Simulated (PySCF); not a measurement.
Compound: C5H7F3.
Geometry (GFN2-xTB, Å), atoms numbered from 1 in this order:
```xyz
15
C5H7F3 angstrom
F     -2.1955   -0.9826   -1.0575
C     -1.9490   -0.1518   -0.0333
F     -3.0529    0.6018    0.1155
F     -1.8636   -0.9150    1.0652
C     -0.7115    0.6954   -0.2583
C      0.5097   -0.1728   -0.4648
C      1.2618   -0.6869    0.7258
C      1.8641    0.3793   -0.1357
H     -0.9009    1.3209   -1.1341
H     -0.5884    1.3371    0.6158
H      0.4332   -0.8245   -1.3264
H      0.9080   -0.4113    1.7071
H      1.6694   -1.6840    0.6790
H      2.6898    0.1205   -0.7795
H      1.9213    1.3819    0.2593
```

Probes without a nucleus sit at each ring's centroid and 1 Å off its mean plane on both sides; NICS is minus the shielding there, NICSzz its component along the normal. Level: GIAO PBE0/pcSseg-1 (PySCF, non-relativistic, gas phase) on the GFN2-xTB geometry, one conformer.

Ring bond lengths (Å), with Mayer bond orders in brackets: C6–C7 1.499 (0.94), C7–C8 1.497 (0.98), C8–C6 1.499 (0.96).

Problem. Give the NICS values of each ring in ppm.

Solution. 
```tsv
ring	type	NICS(0)	NICS(1), two faces	NICS(1)zz, two faces	rms pucker (Å)	centre to ring atoms, mean (Å)
C6–C7–C8	3-membered carbocycle; formal bonds all single	-44.1	-8.7 / -8.7	-21.7 / -23.7	0.00	0.87
```

Problem. What can be read from them?

Solution. 
- C6–C7–C8: mean NICS(1)zz -22.7 ppm, shielded. C6, C7, C8 have four or more neighbours; no verdict on aromaticity is drawn. NICS(0) lies 35 ppm below the mean NICS(1).

Problem. At the first NICS(1) probe listed for ring C6–C7–C8, 1 Å off the ring, what do the in-plane components average?

Solution. The isotropic value is a third of the trace: (3 × -8.7 − (-21.7))/2 = -2.2 ppm.

Problem. What are the shieldings of the ring atoms and their hydrogens in the same run (means over atoms taken as equivalent)?

Solution. 
| atoms | environment | σ isotropic (ppm) |
| --- | --- | --- |
| C6 | three-membered-ring carbon | 179.5 |
| C7 (×2) | three-membered-ring carbon | 180.6 |
| H11 | methine hydrogen | 30.74 |
| H12 (×2) | methylene hydrogen | 31.51 |
| H13 (×2) | methylene hydrogen | 31.09 |
